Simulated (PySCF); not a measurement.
C2H6OZn, SMILES C[O][Zn][CH3]. Atoms are numbered in the order given.

```xyz
10

Zn    -0.2185     0.1397     0.3039
C     -1.5246     1.1409     1.3228
H     -2.1175     0.4670     1.9611
H     -2.2165     1.6761     0.6536
H     -1.0299     1.8824     1.9696
O      1.0306    -0.8573    -0.4889
C      1.3846    -0.9026    -1.8345
H      1.7574     0.0675    -2.2310
H      2.2030    -1.6344    -1.9843
H      0.5552    -1.2212    -2.5038
```
Charge 0, spin multiplicity 1.

Coordinates come from a B3LYP-D3(BJ)/def2-SVP optimisation. The structure was generated by enumeration; whether it is a known compound was not checked. The values are those of a single conformer.

These are PBE/def2-TZVP run with PySCF values and carry that method's errors.

ESP charges are fitted to the potential on shells at 1.4 to 2.0 van der Waals radii. Atomic charges (e):

| atom | meta-Löwdin | ESP fit |
|---|---|---|
| Zn1 | 1.10 | 0.78 |
| C2 | -0.80 | -1.03 |
| H3 | 0.13 | 0.24 |
| H4 | 0.13 | 0.23 |
| H5 | 0.13 | 0.24 |
| O6 | -0.83 | -0.54 |
| C7 | -0.12 | -0.11 |
| H8 | 0.09 | 0.05 |
| H9 | 0.10 | 0.10 |
| H10 | 0.09 | 0.05 |
